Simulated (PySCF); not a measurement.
Compound: C₂H₇BN₂.
SMILES: `B(C=C)(N)N`

Torsions of this conformer, `[CH2:1]=[CH:2][B:3]([NH2:4])[NH2:5]`: C1–C2–B3–N4 -153°, H–N4–B3–C2 5°, H–N4–B3–C2 178°, H–N5–B3–C2 10°, H–N5–B3–C2 -178°.

The closed-shell ground state was solved at several levels (PySCF, density fitting, gas phase, non-relativistic). Geometry: PBE0-D3(BJ)/def2-SVP; no solvent, vibrations or thermal averaging.

| level | basis functions | total energy (Eh) | HOMO (eV) | LUMO (eV) | gap (eV) | dipole (D) |
| --- | --- | --- | --- | --- | --- | --- |
| LC-wPBE/pcSseg-2 | 278 | -214.7974 | -9.76 | 2.05 | 11.81 | 1.19 |
| PBE/pcSseg-2 | 278 | -214.6563 | -5.55 | -1.17 | 4.38 | 1.33 |
| BHandHLYP/pcSseg-2 | 278 | -214.8120 | -8.23 | 0.82 | 9.05 | 1.14 |
| KT3/pcSseg-2 | 278 | -218.3150 | -5.61 | -1.11 | 4.50 | 1.27 |
| HF/def2-SVPD | 156 | -213.3282 | -9.82 | 2.03 | 11.85 | 1.04 |
| PBE0/6-31G* | 84 | -214.5703 | -6.41 | 0.45 | 6.86 | 1.39 |

(1) Estimate the row for CAM-B3LYP/def2-SVPD, a basis of 156 functions; the other rows only guide the guess.

(2) Over all these levels, which gives the widest orbital gap and which the narrowest?

(3) How far do the dipole and the HOMO energy spread over the levels?

Answers

(1) Total energy -214.6015 Eh, HOMO -8.38 eV, LUMO 0.87 eV, gap 9.25 eV, dipole 1.18 D.

(2) HF/def2-SVPD (Hartree–Fock, all exact exchange) has the widest, 11.85 eV, and PBE/pcSseg-2 (GGA) the narrowest, 4.38 eV. Functional and basis both differ between the two, so the spread mixes both effects.

(3) The dipole runs from 1.04 to 1.39 D (mean 1.22 D) and the HOMO from -9.82 to -5.55 eV.
